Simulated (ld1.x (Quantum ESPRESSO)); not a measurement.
# zirconium: one change to a TM potential, before and after

ld1.x (Quantum ESPRESSO) 7.5 input, shortened:

```
&input
   title='Zr', zed=40., rel=0, dft='PBE', iswitch=3,
   config='[Kr] 4d2 5s1 5p0'
 /
 &inputp
   pseudotype=2, tm=.true., lloc=0,
   nlcc=.true.
 /
3
4P  2  1   6.00   0.00  1.35  1.35  0.0
4D  3  2   2.00   0.00  2.20  2.20  0.0
5S  1  0   1.00   0.00  3.30  3.30  0.0
 &test
   configts(1)='4p6 4d2 5s1 5p0'
 /
```

Change: scalar-relativistic.

Cutoffs: the cutoffs (Ry, on a coarse ladder) from which the occupation-weighted sum of valence levels, in a spherical-Bessel basis at the reference potential, stays within 10 and 1 mRy of its value at 400 Ry; they do not see the model core or the augmentation charge, which bear on the density cutoff. Errors are all-electron minus pseudo energies relative to the spin-unpolarised reference configuration.

Q: What does the change do?

A: The potential gets neither clearly harder nor softer (55 Ry and 100 Ry → 55 Ry and 100 Ry); of the 7 tests that both files solve, the error grows in 1 and shrinks in 2 by more than 15 % and 0.3 meV (median size 56.6 → 55.0 meV); neither file shows a bound ghost at the reference potential, the only one tested.

| quantity | base | changed |
| --- | --- | --- |
| cutoff, loose | 55 Ry | 55 Ry |
| cutoff, tight | 100 Ry | 100 Ry |
| bound ghosts | none | none |
| error for 4p6 4d2 5s2 5p0, meV [ΔE -6.92 → -7.14 eV] | -3.0 | -2.4 |
| error for 4p6 4d2 5s0 5p0, meV [ΔE 12.61 → 12.94 eV] | -9.3 | -12 |
| error for 4p6 4d1 5s0 5p0, meV [ΔE 35.57 eV] | -57 | -55 |
| error for 4p6 4d2 5s1 5p1, meV [ΔE -4.09 → -4.10 eV] | -491 | -472 |
| error for 4p5 4d2 5s2 5p0, meV [ΔE 30.88 → 30.86 eV] | -337 | -333 |
| error for 4p6 4d0 5s0 5p0, meV [ΔE 70.24 → 69.79 eV] | -194 | -176 |
| error for 4p6 4d2.5 5s1.5 5p0, meV [ΔE -6.65 → -6.62 eV] | -6.4 | -4.7 |
| s: phases at 3.60 bohr within 0.05 rad from the reference energy up to (Ry; the scan ends near 5) | n/a | n/a |
| p: phases at 3.60 bohr within 0.05 rad from the reference energy up to (Ry; the scan ends near 5) | -1.1 | -1.0 |
| d: phases at 3.60 bohr within 0.05 rad from the reference energy up to (Ry; the scan ends near 5) | 0.1 | 0.1 |

Base: These tests converged, but a pseudo level misses the all-electron one widely, so the file describes the atom poorly there or has found another state: 4p6 4d1 5s0 5p0: empty 5p by 2.1 eV; 4p6 4d0 5s0 5p0: empty 5p by 3.2 eV. Changed file: These tests converged, but a pseudo level misses the all-electron one widely, so the file describes the atom poorly there or has found another state: 4p6 4d0 5s0 5p0: empty 5p by 3.1 eV.
